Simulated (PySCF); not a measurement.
Precursor series metal swap MX4 Cl. All species are isolated molecules in the gas phase.

All values below come from B3LYP-D3(BJ)/def2-TZVP // TPSS-D3(BJ)/def2-SVP (PySCF). B3LYP has the VWN-RPA correlation part, as in Gaussian. 

```json
[
 {"species": "M = Zr", "LUMO (eV)": "-3.00"},
 {"species": "M = Hf", "LUMO (eV)": "-2.46"},
 {"species": "M = V, oxo", "LUMO (eV)": "-4.74"},
 {"species": "M = Ta, oxo", "LUMO (eV)": "-3.14"},
 {"species": "M = Mo, oxo ([Mo(=O)(Cl)4])", "LUMO (eV)": "-5.91"},
 {"species": "M = W, oxo ([W(=O)(Cl)4])", "LUMO (eV)": "-5.28"},
 {"species": "M = Cr, dioxo ([Cr(=O)2(Cl)2])", "LUMO (eV)": "-5.41"},
 {"species": "M = Mo, dioxo ([Mo(=O)2(Cl)2])", "LUMO (eV)": "-4.22"}
]
```
